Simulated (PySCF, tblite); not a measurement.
Species: BH₁₀N₃Si₂.
SMILES: `NB(N)[SiH2]N[SiH3]`

Jobs on this species (16 atoms, 64 electrons) with PySCF (density fitting) and tblite. Hardware of each: an Arm Neoverse V1 with one thread (shared host). Times come from a shared host and carry two figures at best.

| level and settings | work | basis functions | SCF cycles | wall time |
| --- | --- | --- | --- | --- |
| GFN2-xTB | Hessian by finite differences | – | – | 0.52 s |
| PBE0/pcSseg-1 | shieldings, charges and field gradients, density and orbital grids written | 166 | ? | ? |
| GFN2-xTB | L-BFGS relaxation | – | – | 0.94 s |
| B3LYP/def2-SVPD | 8 singlets by full TDDFT, 3 Tamm–Dancoff triplets, polarisability | 208 | ? | ? |

Question: Fill in the missing figures.

Answer: 
- PBE0/pcSseg-1; shieldings, charges and field gradients, density and orbital grids written: 28 s, 14 SCF cycles
- B3LYP/def2-SVPD; 8 singlets by full TDDFT, 3 Tamm–Dancoff triplets, polarisability: 34 s, 13 SCF cycles

Question: What do all jobs in the table cost together?

Answer: About 63 s; the longest takes about 54 % of that, and about 65 times as long as the shortest.
